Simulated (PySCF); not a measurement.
## Towards the basis-set limit for BAs

State: ³Π, triplet, unpaired electrons σ ↑, π ↑. De refers to B + As. ROHF-based CCSD(T) in PySCF 2.14 with B aug-cc-pVDZ, As cc-pwCVDZ-PP with ECP10 and B aug-cc-pVTZ, As cc-pwCVTZ-PP with ECP10 (frozen core orbitals: 5; scalar-relativistic core potentials). Correlation energies are extrapolated as n⁻³ (n = 2, 3), Hartree–Fock as (n+1)·exp(−9√n). CV is the change on freezing 4 orbitals instead, in B cc-pwCVTZ, As cc-pwCVTZ-PP with ECP10.

```
         Level  Re (Å)  ωe (cm⁻¹)  ωexe (cm⁻¹)  αe (cm⁻¹)  De (eV)
    CCSD(T)/DZ  1.8773      770.8         4.87    0.00404    2.373
    CCSD(T)/TZ  1.8573      785.4         4.75    0.00408    2.699
        HF/CBS  1.8222      872.1         5.87    0.00400    1.229
       MP2/CBS  1.8368      828.7         3.36    0.00347    2.904
      CCSD/CBS  1.8375      819.3         5.33    0.00417    2.530
   CCSD(T)/CBS  1.8511      793.0         4.71    0.00407    2.818
CCSD(T)/CBS+CV  1.8479      796.8         4.72    0.00407    2.837
```

How much is left between CCSD(T)/TZ and the basis-set limit, and how much do the triples give at the limit?

CCSD(T)/CBS less CCSD(T)/TZ: -6.2 mÅ in Re, +7.6 cm⁻¹ in ωe and +0.119 eV in De. CCSD(T)/CBS less CCSD/CBS: +13.6 mÅ in Re, -26.3 cm⁻¹ in ωe and +0.288 eV in De.

What do the later terms add?

CV: -3.2 mÅ in Re, +3.8 cm⁻¹ in ωe and +0.019 eV in De, each against the row above.

The T1 diagnostic is 0.026. The state was picked by a PBE0 search and need not be the measured ground state. Spin–orbit coupling, excitations beyond (T) and corrections to the Born–Oppenheimer picture are left out.

The whole job (state search and all basis sets along the bond) took about 39 min on 4 threads of AMD EPYC 7R43 64-Core (shared host), peak memory 12 GiB.
